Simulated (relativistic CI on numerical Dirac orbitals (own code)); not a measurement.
L2,3 absorption of manganese in several valence states

Computed multiplet spectra 2p⁶3dⁿ → 2p⁵3dⁿ⁺¹ (Dirac-Coulomb-Breit ions, Slater integrals scaled by 0.8, an assumed crystal field that grows with the charge, no charge transfer; 300 K; Lorentzian 0.4 eV and Gaussian 0.3 eV FWHM at both edges, so that L2 comes out sharper than in experiment). Peaks over 5 % are given in eV from the highest peak in the L3 region of each spectrum (height, largest 100). S of the lowest state is read from ⟨S²⟩, and the branching ratio is the share of L3, cut at the minimum between the edges.

Field parameters in Wybourne normalisation: Oh B⁴₀ = 21Dq, B⁴₄ = √(5/14) B⁴₀. The field is a parameter set, without covalency.

- Mn²⁺ (d5, Oh, 10Dq = 11150 cm⁻¹): S = 2.50, high spin, branching ratio 0.76; peaks -1.5 (31), 0.0 (100), 1.3 (29), 3.3 (10), 9.5 (15), 11.1 (21), 12.2 (17)
- Mn³⁺ (d4, Oh, 10Dq = 14350 cm⁻¹): S = 2.00, high spin, branching ratio 0.65; peaks -4.2 (5), -1.9 (51), -1.2 (45), 0.0 (100), 1.4 (65), 6.6 (24), 7.8 (35), 8.5 (33), 10.5 (32), 11.5 (40), 12.6 (17)
- Mn⁴⁺ (d3, Oh, 10Dq = 17600 cm⁻¹): S = 1.50, branching ratio 0.58; peaks -1.6 (59), 0.0 (100), 1.2 (88), 3.4 (20), 4.9 (13), 9.0 (96), 10.4 (42), 11.6 (66)
- Mn⁵⁺ (d2, Oh, 10Dq = 20850 cm⁻¹): S = 1.00, branching ratio 0.58; peaks -5.9 (6), -5.3 (7), -2.4 (28), -1.6 (24), 0.0 (100), 2.0 (36), 3.3 (18), 4.6 (27), 5.2 (22), 7.1 (25), 8.7 (62), 10.3 (50), 11.4 (57), 13.8 (5)

The centroid of the whole edge, which also moves with the branching ratio, lies at 645.3 (Mn²⁺), 648.6 (Mn³⁺), 653.0 (Mn⁴⁺), 657.6 (Mn⁵⁺) eV in this ionic model, in steps of 3.3 to 4.6 eV. Compounds show about 1 to 2 eV a unit and lower energies for the high valences, since ligands screen the charge. The multiplet shape follows the d count and the spin state, and so serves as a fingerprint of valence.
